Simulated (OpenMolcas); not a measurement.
## Ne2+: effect of the basis set

```yaml
Program: OpenMolcas
Method: CASSCF
Active_space: 4 electrons in 3 orbitals (2p)
State_averaging: 2S+1 = 3 even, 3 roots; 2S+1 = 1 even, 6 roots
Spin-orbit_coupling: RASSI with atomic mean-field integrals over the reference wave functions, term energies averaged over their components
```

A. ANO-R1 [3s2p1d], X2C, finite nucleus; cost about 2 core-seconds
B. ANO-L-VTZP [4s3p2d1f], non-relativistic, point nucleus; cost about 1.8 core-seconds
C. ANO-RCC-VTZP [4s3p2d1f], DKH2, point nucleus; cost about 2.5 core-seconds
D. ANO-R2 [4s4p2d1f], X2C, finite nucleus; cost about 4 core-seconds
E. ANO-R3 [4s4p2d1f], X2C, finite nucleus; cost about 1.7 core-seconds
F. ANO-RCC-VQZP [5s4p3d2f1g], DKH2, point nucleus; cost about 2.7 core-seconds

Energies in cm-1 above 2s2 2p4 3P2, the measured ground level; measured values from Moore, Atomic Energy Levels, vol. I, NSRDS-NBS 35 (1971 reprint of NBS Circular 467, 1949).

```csv
Level,A,B,C,D,E,F,Measured
2s2 2p4 3P2,0.0,0.0,0.0,0.0,0.0,0.0,0.0
2s2 2p4 3P1,624,591,600,600,600,603,650
2s2 2p4 3P0,922,874,887,886,886,891,927
2s2 2p4 1D2,27788,27928,27868,27826,27826,27832,25841
2s2 2p4 1S0,68780,69114,68990,68873,68873,68886,55747
```

Deviations, from unrounded energies. A percentage is the sum of absolute deviations over the sum of measured energies, with the sign that they share, or ± where signs differ.

| Against measurement | Levels | A | B | C | D | E | F |
| --- | --- | --- | --- | --- | --- | --- | --- |
| mean absolute deviation (cm-1) | 4 | 3800 | 3900 | 3800 | 3800 | 3800 | 3800 |
| fine structure of the ground term (%) | 2 | -2.0 | -7.1 | -5.7 | -5.8 | -5.8 | -5.2 |
| other terms of the ground configuration (%) | 2 | +18.4 | +18.9 | +18.7 | +18.5 | +18.5 | +18.5 |

A, B, C, D, E, F lie about equally close to measurement. The largest miss of A in the table is 2s2 2p4 1S0, by +13000 cm-1. The ranking rests on the paired levels alone, and a cruder setting can come out closer through cancelling errors.

Among A to F the level of the table that moves most is 2s2 2p4 1S0, by 330 cm-1 (lowest in A, highest in B).

With the s shell closed, the reference lacks s² → p² mixing. Measured partners are found by configuration, term and J. A level has none where our copy of the source lacks it or the pairing is in doubt (some pairs that miss far off the trend of their configuration count as doubtful), and it then counts in no deviation. Levels of configurations outside the active space are missing.
